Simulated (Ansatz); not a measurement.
Consider the redistribution: `[NH2][GaH][BH][SiH3]` + `C#[C][GeH2][F]` → `C#[C][GeH2][GaH][NH2]` + `FB[SiH3]`.

Isolated molecules relaxed with PBE0-D4/def2-TZVP in Ansatz; ΔE leaves out vibrations. CCSD(T)/CBS adds triple-zeta CCSD(T) − MP2 to the extrapolated MP2 energy (def2 sets, frozen cores). DFT in def2-TZVPP. B3LYP here is the variant with VWN-RPA as its local correlation; programs differ in this. For Ga, Ge outer-core shells are correlated without core-valence functions, which leaves a few kJ/mol of doubt a bond. Scalar relativity is left out up to krypton. One conformer a species, not always the lowest.

`[NH2][GaH][BH][SiH3]`:

```xyz
11

N    -0.803    1.659   -1.701
Ga    0.256    0.197   -1.477
B     1.048   -0.251    0.386
Si    0.012   -1.193    1.819
H    -1.202    1.922   -2.586
H    -1.026    2.323   -0.980
H     0.444   -0.653   -2.786
H     2.159    0.106    0.662
H    -0.637   -0.066    2.562
H    -1.077   -2.070    1.309
H     0.825   -1.974    2.793
```

`C#[C][GeH2][F]`:

```xyz
7

C     0.616   -1.884    0.383
C     0.239   -0.760    0.168
Ge   -0.378    1.003   -0.128
F     0.344    1.544   -1.612
H     0.954   -2.878    0.566
H    -1.892    1.025   -0.346
H     0.117    1.949    0.968
```

`C#[C][GeH2][GaH][NH2]`:

Cartesian coordinates in Å:
```
C -3.189 -0.322 -0.424
C -2.055 -0.090 -0.762
Ge -0.236 0.284 -1.197
Ga 0.983 0.609 0.890
N 2.377 -0.512 1.191
H -4.194 -0.528 -0.138
H -0.241 1.528 -2.104
H 0.279 -0.904 -2.031
H 0.678 1.678 1.988
H 2.654 -1.248 0.564
H 2.943 -0.495 2.023
```

`FB[SiH3]`:

```xyz
7

F    -0.694   -0.106    2.074
B     0.235   -0.246    1.145
Si   -0.166    0.167   -0.808
H     1.313   -0.621    1.525
H     0.189   -1.019   -1.636
H     0.708    1.294   -1.241
H    -1.585    0.531   -1.060
```

| level | ΔE (kJ/mol) |
| --- | --- |
| r2SCAN-D4 | -126.7 |
| PBE0-D4 | -130.9 |
| B3LYP-D4 | -131.0 |
| B3LYP | -131.0 |

(1) What does CCSD(T)/CBS give? (Estimate.)

Largest T1 diagnostic among the species: 0.015.

## Answers

(1) Computed: -125.5 kJ/mol. The listed levels differ from it by -1.2, -5.4, -5.5, -5.5 kJ/mol.

In def2-TZVPP, CCSD(T) changes the Hartree–Fock value by −5.9 kJ/mol (the triples alone add −1.2 kJ/mol) and MP2 by −8.1 kJ/mol.
